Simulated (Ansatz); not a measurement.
Computed with Ansatz on PBE0-D4/def2-TZVP structures; ΔE is electronic, products minus reactants. CCSD(T)/CBS adds triple-zeta CCSD(T) − MP2 to the extrapolated MP2 energy (def2 sets, frozen cores). This one scheme is used for every species. Functionals use def2-TZVPP. B3LYP here is the variant with VWN-RPA as its local correlation; programs differ in this. def2 core potentials past Kr. For In outer-core shells are correlated without core-valence functions, which leaves a few kJ/mol of doubt a bond. One conformer a species, not always the lowest.

`N[SiH](Cl)[InH2]` → `[Cl][InH2]` + `N[SiH]`  (silylene formation by 1,1-elimination)

Problem. Is it downhill or uphill in electronic energy at CCSD(T)/CBS, and by how much? (Best estimate.)

Solution. Ansatz gave: Uphill: ΔE = +157.0 kJ/mol.

Problem. What do these levels give: r2SCAN-D4, B97M-V, BHLYP-D4, B3LYP, SCS-MP2/def2-TZVPP, CCSD/def2-TZVPP? (Best estimate.)

Solution. Computed: r2SCAN-D4 169.6, B97M-V 148.1, BHLYP-D4 160.9, B3LYP 134.2, SCS-MP2/def2-TZVPP 153.5, CCSD/def2-TZVPP 147.2 kJ/mol.

Largest T1 diagnostic among the species: 0.015.

At CCSD(T), def2-SVP lies −31.2 kJ/mol from the extrapolated value and def2-TZVPP −7.1 kJ/mol. From r2SCAN to r2SCAN0 (25 % exact exchange), in def2-TZVPP and without D4, ΔE moves by +4.9 kJ/mol.
